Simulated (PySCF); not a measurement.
C5H7O, doublet, geometry from GFN2-xTB, with bond 13-6 at 2.0 times its length; DF-TPSS/6-31G** (PySCF).

PySCF was given this input:
```python
from pyscf import gto, scf, dft

mol = gto.Mole()
mol.atom = '''
    O    -1.825733   -0.649712    0.898800
    C    -0.773759   -0.313138    0.370829
    C     0.473073   -0.995444    0.423510
    C     1.516697   -0.299466   -0.343964
    C     0.933524    1.096905   -0.615623
    C    -0.581301    0.921051   -0.505040
    H     0.621675   -1.934753    0.925961
    H     2.474686   -0.273179    0.182130
    H     1.701931   -0.833568   -1.285817
    H     1.282223    1.788566    0.152385
    H     1.238137    1.488069   -1.584927
    H    -1.033182    0.718006   -1.478615
    H    -1.596703    2.649158    0.345456
'''
mol.basis = '6-31g**'
mol.charge = 0
mol.spin = 1
mol.verbose = 4
mol.build()

mf = dft.UKS(mol)
mf.xc = 'tpss'
mf.init_guess = 'atom'
mf = mf.density_fit(auxbasis='def2-universal-jkfit')
mf.kernel()
```

It wrote (shortened):

```
PySCF version 2.14.0

[INPUT] verbose = 4
[INPUT] num. atoms = 13
[INPUT] num. electrons = 45
[INPUT] charge = 0
[INPUT] spin (= nelec alpha-beta = 2S) = 1
[INPUT] symmetry False subgroup None
[INPUT] Mole.unit = angstrom
[INPUT] Symbol           X                Y                Z      unit          X                Y                Z       unit  Magmom
[INPUT]  1 O     -1.825733000000  -0.649712000000   0.898800000000 AA   -3.450135346581  -1.227777739843   1.698485840759 Bohr   0.0
[INPUT]  2 C     -0.773759000000  -0.313138000000   0.370829000000 AA   -1.462192596417  -0.591745059194   0.700765249046 Bohr   0.0
[INPUT]  3 C      0.473073000000  -0.995444000000   0.423510000000 AA    0.893978406926  -1.881116532342   0.800317911015 Bohr   0.0
[INPUT]  4 C      1.516697000000  -0.299466000000  -0.343964000000 AA    2.866141943949  -0.565908723619  -0.649997756710 Bohr   0.0
[INPUT]  5 C      0.933524000000   1.096905000000  -0.615623000000 AA    1.764104690708   2.072850034666  -1.163358865983 Bohr   0.0
[INPUT]  6 C     -0.581301000000   0.921051000000  -0.505040000000 AA   -1.098499685936   1.740534136757  -0.954387281950 Bohr   0.0
[INPUT]  7 H      0.621675000000  -1.934753000000   0.925961000000 AA    1.174795488489  -3.656153288681   1.749812692028 Bohr   0.0
[INPUT]  8 H      2.474686000000  -0.273179000000   0.182130000000 AA    4.676478784295  -0.516233492983   0.344175819067 Bohr   0.0
[INPUT]  9 H      1.701931000000  -0.833568000000  -1.285817000000 AA    3.216183472907  -1.575215226201  -2.429841976310 Bohr   0.0
[INPUT] 10 H      1.282223000000   1.788566000000   0.152385000000 AA    2.423050300618   3.379899895709   0.287965915492 Bohr   0.0
[INPUT] 11 H      1.238137000000   1.488069000000  -1.584927000000 AA    2.339739834691   2.812042864455  -2.995077957429 Bohr   0.0
[INPUT] 12 H     -1.033182000000   0.718006000000  -1.478615000000 AA   -1.952431016830   1.356834695794  -2.794177393674 Bohr   0.0
[INPUT] 13 H     -1.596703000000   2.649158000000   0.345456000000 AA   -3.017331372271   5.006183080701   0.652817228088 Bohr   0.0

nuclear repulsion = 223.406876081317
number of shells = 57
number of NR pGTOs = 211
number of NR cGTOs = 119
basis = 6-31g**
ecp = {}

******** <class 'pyscf.df.df_jk.DFUKS'> ********
method = DFUKS
initial guess = atom
damping factor = 0
level_shift factor = 0
DIIS = <class 'pyscf.scf.diis.CDIIS'>
diis_start_cycle = 1
diis_space = 8
diis_damp = 0
SCF conv_tol = 1e-09
SCF conv_tol_grad = None
SCF max_cycles = 50
direct_scf = False
number electrons alpha = 23  beta = 22
XC library pyscf.dft.libxc version 7.1.2
    S. Lehtola, C. Steigemann, M. J. T. Oliveira, and M. A. L. Marques,  SoftwareX 7, 1–5 (2018)
XC functionals = tpss
    J. Tao, J. P. Perdew, V. N. Staroverov, and G. E. Scuseria,  Phys. Rev. Lett. 91, 146401 (2003)
    J. P. Perdew, J. Tao, V. N. Staroverov, and G. E. Scuseria,  J. Chem. Phys. 120, 6898 (2004)
    J. Tao, J. P. Perdew, V. N. Staroverov, and G. E. Scuseria,  Phys. Rev. Lett. 91, 146401 (2003)
    J. P. Perdew, J. Tao, V. N. Staroverov, and G. E. Scuseria,  J. Chem. Phys. 120, 6898 (2004)
radial grids:
    Treutler-Ahlrichs [JCP 102, 346 (1995); DOI:10.1063/1.469408] (M4) radial grids

becke partition: Becke, JCP 88, 2547 (1988); DOI:10.1063/1.454033
pruning grids: <function nwchem_prune>
grids dens level: 3
symmetrized grids: False
atomic radii adjust function: <function treutler_atomic_radii_adjust>
small_rho_cutoff = 0
Set gradient conv threshold to 3.16228e-05
Spherically averaged atomic HF for {'C', 'H', 'O'}

******** <class 'pyscf.scf.atom_hf.AtomSphAverageRHF'> ********
method = AtomSphAverageRHF
initial guess = minao
damping factor = 0
level_shift factor = 0
DIIS = <class 'pyscf.scf.diis.CDIIS'>
diis_start_cycle = 1
diis_space = 8
diis_damp = 0
SCF conv_tol = 1e-09
SCF conv_tol_grad = None
SCF max_cycles = 50
direct_scf = True
direct_scf_tol = 1e-13
atom = O
Set gradient conv threshold to 3.16228e-05
Initial guess from minao.
init E= -74.2476276424159
cycle= 1 E= -74.2594338864765  delta_E= -0.0118  |g|=    0  |ddm|= 0.116
cycle= 2 E= -74.2598210623337  delta_E= -0.000387  |g|=    0  |ddm|= 0.0449
cycle= 3 E= -74.2598913000013  delta_E= -7.02e-05  |g|=    0  |ddm|= 0.0122
cycle= 4 E= -74.2598924085094  delta_E= -1.11e-06  |g|=    0  |ddm|= 0.00225
cycle= 5 E= -74.2598924085103  delta_E= -8.53e-13  |g|=    0  |ddm|= 1.3e-06
Extra cycle  E= -74.2598924085103  delta_E= -1.42e-14  |g|=    0  |ddm|= 6.52e-08
Atomic HF for atom  O  converged. SCF energy = -74.2598924085103

******** <class 'pyscf.scf.atom_hf.AtomSphAverageRHF'> ********
method = AtomSphAverageRHF
initial guess = minao
damping factor = 0
level_shift factor = 0
DIIS = <class 'pyscf.scf.diis.CDIIS'>
diis_start_cycle = 1
diis_space = 8
diis_damp = 0
SCF conv_tol = 1e-09
SCF conv_tol_grad = None
SCF max_cycles = 50
direct_scf = True
direct_scf_tol = 1e-13
atom = C
Set gradient conv threshold to 3.16228e-05
Initial guess from minao.
init E= -37.2760277011609
cycle= 1 E= -37.3124925813144  delta_E= -0.0365  |g|=    0  |ddm|= 0.352
cycle= 2 E= -37.3151528640331  delta_E= -0.00266  |g|=    0  |ddm|= 0.13
cycle= 3 E= -37.3153722895858  delta_E= -0.000219  |g|=    0  |ddm|= 0.0234
cycle= 4 E= -37.3153754157194  delta_E= -3.13e-06  |g|=    0  |ddm|= 0.00545
cycle= 5 E= -37.3153754158137  delta_E= -9.42e-11  |g|=    0  |ddm|= 1.35e-05
Extra cycle  E= -37.3153754158138  delta_E= -1.35e-13  |g|=    0  |ddm|= 1.01e-06
Atomic HF for atom  C  converged. SCF energy = -37.3153754158138

******** 1 electron system ********
Atomic HF for atom  H  converged. SCF energy = -0.49823291072907

tot grids = 153328
init E= -270.964379640161

cycle= 1 E= -269.266752983568  delta_E=  1.7  |g|= 0.911  |ddm|= 2.64
cycle= 2 E= -266.886842701613  delta_E= 2.38  |g|= 1.93  |ddm|= 3.27
cycle= 3 E= -269.234951211733  delta_E= -2.35  |g|= 0.98  |ddm|= 2.96
cycle= 4 E= -269.763354101372  delta_E= -0.528  |g|= 0.222  |ddm|= 1.07
cycle= 5 E= -269.710658311777  delta_E= 0.0527  |g|= 0.304  |ddm|= 0.903
cycle= 6 E= -269.821949721204  delta_E= -0.111  |g|= 0.0676  |ddm|= 0.543
cycle= 7 E= -269.824013807648  delta_E= -0.00206  |g|= 0.0389  |ddm|= 0.0906
cycle= 8 E= -269.824790953957  delta_E= -0.000777  |g|= 0.0156  |ddm|= 0.0511
cycle= 9 E= -269.825074615737  delta_E= -0.000284  |g|= 0.0106  |ddm|= 0.0337
cycle= 10 E= -269.825393105646  delta_E= -0.000318  |g|= 0.00652  |ddm|= 0.0321
cycle= 11 E= -269.825588624248  delta_E= -0.000196  |g|= 0.00643  |ddm|= 0.0206
cycle= 12 E= -269.825209163754  delta_E= 0.000379  |g|= 0.00583  |ddm|= 0.0413
cycle= 13 E= -269.824066301347  delta_E= 0.00114  |g|= 0.00608  |ddm|= 0.223
cycle= 14 E= -269.824088596842  delta_E= -2.23e-05  |g|= 0.00375  |ddm|= 0.0153
cycle= 15 E= -269.824118987245  delta_E= -3.04e-05  |g|= 0.00897  |ddm|= 0.0625
cycle= 16 E= -269.824096669663  delta_E= 2.23e-05  |g|= 0.00185  |ddm|= 0.0676
cycle= 17 E= -269.824096899469  delta_E= -2.3e-07  |g|= 0.000404  |ddm|= 0.00902
cycle= 18 E= -269.824097176732  delta_E= -2.77e-07  |g|= 0.000297  |ddm|= 0.00219
cycle= 19 E= -269.824097043477  delta_E= 1.33e-07  |g|= 3.97e-05  |ddm|= 0.0025
cycle= 20 E= -269.824097038939  delta_E= 4.54e-09  |g|= 2.39e-05  |ddm|= 0.000702
cycle= 21 E= -269.82409703874  delta_E= 1.99e-10  |g|= 6.44e-06  |ddm|= 0.000179
Extra cycle  E= -269.824097038568  delta_E= 1.72e-10  |g|= 1.64e-05  |ddm|= 2.45e-05
converged SCF energy = -269.824097038568  <S^2> = 0.77261002  2S+1 = 2.0224836
```
